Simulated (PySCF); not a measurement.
Structure problem from calculated spectra and properties.

Formula: C5H15AlBNO2.

| Property | Result |
| --- | --- |
| Polarisability | 114.7 au [CAM-B3LYP/def2-SVPD] |
| Valence photoelectron | vertical ionisation energy: 8.80 eV [ΔSCF CAM-B3LYP/def2-SVPD] |
| NMR, other nuclei | isotropic shieldings of nuclei other than C and H, by class: 83 (1 B), 244 (1 N), 231 (2 O), 434 (1 Al) ppm [GIAO HF/pcSseg-1] |
| UV, first state | lowest singlet excitation: 6.18 eV (201 nm, f = 0.016) [TDDFT CAM-B3LYP/def2-SVPD] |
| Triplet | lowest triplet excitation (Tamm–Dancoff): 6.01 eV [TDA CAM-B3LYP/def2-SVPD] |
| Rotational structure | rotational constants A, B, C: 1.687, 0.880, 0.674 GHz [PBE0-D3(BJ)/def2-SVP] |
| 1H NMR | chemical shifts (computed TMS as zero) by class: 4.13 (2 H), 3.72 (1 H), 3.66 (1 H), 2.69 (3 H), 2.36 (3 H), 1.50 (1 H), 1.32 (1 H), 1.30 (1 H), -0.02 (1 H), -0.04 (1 H) ppm [GIAO HF/pcSseg-1] |
| 13C NMR | chemical shifts (computed TMS as zero) by class: 49.4 (1 C), 43.0 (1 C), 36.4 (1 C), 25.1 (1 C), 0.1 (1 C) ppm [GIAO HF/pcSseg-1] |

The electronic properties come from PySCF, for the isolated species, density fitting. Levels stand in brackets. Isolated species at its PBE0-D3(BJ)/def2-SVP geometry (one conformer only). NMR classes are plain means over equivalent atoms (diastereotopic ones count apart unless rotation or inversion swaps them), as if these changed places fast.

Question: Propose a structure and show how it fits.

Answer: Numbering: `[CH3:1][N+:2]1([CH3:3])[AlH2-:4][CH2:5][CH2:6][C@H:7]1[B:8]([OH:9])[OH:10]`. 5 carbons fall into 5 classes; from least to most shielded: ring sp3 carbon bound to nitrogen [C7] (49.4 ppm), N-methyl carbon [C1] (43.0 ppm), N-methyl carbon [C3] (36.4 ppm), ring CH2 carbon [C6] (25.1 ppm), ring CH2 carbon [C5] (0.1 ppm). Hydrogen classes from least to most shielded: 2 H on 2 boron-bound oxygens, O9/O10 (4.13 ppm), 1 H on an aluminium bonded to C, N and 2 H, Al4 (3.72 ppm), 1 H on an aluminium bonded to C, N and 2 H, Al4 (3.66 ppm), 3 H on an N-methyl carbon, C1 (2.69 ppm, a mean of values up to 1.0 ppm apart in this geometry), 3 H on an N-methyl carbon, C3 (2.36 ppm), 1 H on an sp3 carbon bound to nitrogen, C7 (1.50 ppm), 1 H on a ring CH2 carbon, C6 (1.32 ppm), 1 H on a ring CH2 carbon, C6 (1.30 ppm), 1 H on a ring CH2 carbon, C5 (-0.02 ppm), 1 H on a ring CH2 carbon, C5 (-0.04 ppm). The other shieldings belong to: 83 ppm, three-coordinate boron [B8]; 244 ppm, nitrogen bonded to Al and 3 C [N2]; 231 ppm, boron-bound oxygen [O9/O10]; 434 ppm, aluminium bonded to C, N and 2 H [Al4]. The first electron is taken from the HOMO, whose largest Löwdin shares are 0.41 on a ring CH2 carbon, 0.21 on the aluminium bonded to C, N and 2 H, 0.09 on a ring CH2 carbon and 0.06 on an Al–H hydrogen. The optimised geometry has point group C1 and is an asymmetric top. Structure: `C[N+]1(C)[AlH2-][CH2]C[C@H]1B(O)O`. The assignments are read from this structure; whether some other isomer fits the data as well wasn't checked. The mirror image fits equally.
